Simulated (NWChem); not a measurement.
Species: Si₂H₄SCl₂; SMILES Cl[SiH2]S[SiH2]Cl

```xyz
9

Si    -0.8950    -1.7384    -0.3635
Cl     0.6388    -3.0689    -0.8051
S     -0.3256    -0.2591     1.0923
Si     0.7747     1.1582    -0.0963
Cl    -0.4583     2.4558    -1.1517
H     -1.2842    -1.0922    -1.6354
H     -2.0004    -2.5006     0.2508
H      1.6163     0.4590    -1.0910
H      1.5664     1.9558     0.8615
```
Atoms are numbered in this order, from 1.

Results from NWChem. Pople sets run with spherical d functions. Coordinates come from a B3LYP/6-31G* (spherical d) optimisation. Level: M05-2X/6-31G* with SMD (1 M gas to 1 M solution), gas-phase geometry. Reactions with the solvent are ignored.

Q: Order these by “solvation free energy (kcal/mol)”, lowest first: toluene; methanol; water.

A: methanol (-5.7), toluene (-4.9), water (-0.6)
